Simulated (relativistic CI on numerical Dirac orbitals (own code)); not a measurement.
**Re³⁺: L2,3 absorption edge**

Computed with this model: Dirac-Coulomb-Breit CI, orbitals from a KLI potential per configuration, QED by a radiative potential, multiplet model of core-to-valence dipole absorption, unscaled Slater integrals; configurations [Xe] 4f14 5d4 → [He] 2s2 2p5 3s2 3p6 3d10 4s2 4p6 4d10 4f14 5s2 5p6 5d5; 300 K; Lorentzian 3 eV and Gaussian 1 eV FWHM. Energies are those of the free ion, without screening or charge transfer. The branching ratio is the share of the lower-energy edge in the whole absorption, uncertain by about 0.02 where the edges overlap. S is read from ⟨S²⟩ = S(S + 1).

Field parameters in Wybourne normalisation: D3d B²₀ = −7Dσ, B⁴₀ = −14Dq − 21Dτ, B⁴₃ = −14√(10/7) Dq. The field is a parameter set, without covalency.

free ion: ground-state S = 1.86, centroid 10687.17 eV, branching ratio 0.894. Peaks (eV, height): 10536.0 (100), 11961.5 (13).

D3d, 10Dq = 23250, Dσ = -1200, Dτ = 260 cm⁻¹: ground-state S = 1.17, centroid 10719.53 eV, branching ratio 0.871. Peaks (eV, height): 10536.0 (100), 11960.0 (15).

The statistical ratio of this edge is 2/3 = 0.667. Values above it arise where the holes sit mainly in the j = l + 1/2 valence subshell or the ground state has high spin; values below it where core-valence Coulomb terms move weight to the upper edge, as in nearly empty shells. At deep edges of heavy elements the radial integrals of the two core levels differ, which raises the baseline.

Strongest unbroadened transitions for D3d, 10Dq = 23250, Dσ = -1200, Dτ = 260 cm⁻¹:

| Energy (eV) | Relative strength |
| --- | --- |
| 10534.39 | 42.6 |
| 10534.41 | 100.0 |
| 10535.21 | 20.0 |
| 10535.24 | 11.2 |
| 10535.57 | 29.6 |
| 10535.58 | 15.5 |
| 10535.89 | 52.0 |
| 10535.91 | 31.9 |
| 10536.14 | 22.8 |
| 10536.63 | 30.2 |
| 10536.68 | 31.7 |
| 10536.78 | 12.9 |
| 10536.86 | 14.8 |
| 10536.88 | 11.4 |
| 10537.23 | 15.4 |
| 10538.59 | 13.0 |
| 11959.76 | 19.2 |
| 11959.80 | 27.6 |
